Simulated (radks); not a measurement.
Problem. Pm3+, configuration [Xe] 4f4. Method: Dirac Kohn-Sham, PBE, spin-unpolarised, spherical densities, point nucleus; open shells fill j = l - 1/2 first; computed with a radial shooting solver on a logarithmic mesh with Libxc functionals.

Spin-orbit splittings of the eigenvalues, e(l+1/2) - e(l-1/2), with zeta = 2 splitting/(2l+1) and mean radii in bohr:

| shell | occ. | splitting (eV) | zeta (eV) | <r> j=l-1/2 | <r> j=l+1/2 |
|---|---|---|---|---|---|
| 2p | 6 | 560.2 | 373.5 | 0.08245 | 0.08897 |
| 3p | 6 | ? | ? | 0.2498 | 0.2624 |
| 3d | 10 | 24.40 | 9.760 | 0.2339 | 0.2379 |
| 4p | 6 | 24.69 | 16.46 | 0.6070 | 0.6353 |
| 4d | 10 | 4.410 | 1.764 | 0.6793 | 0.6893 |
| 4f | 4 | 0.5281 | 0.1509 | 0.9339 | 0.9439 |
| 5p | 6 | 3.644 | 2.429 | 1.561 | 1.638 |

Estimate the 3p splitting.

Solution. 112.6 eV (zeta = 75.09 eV).
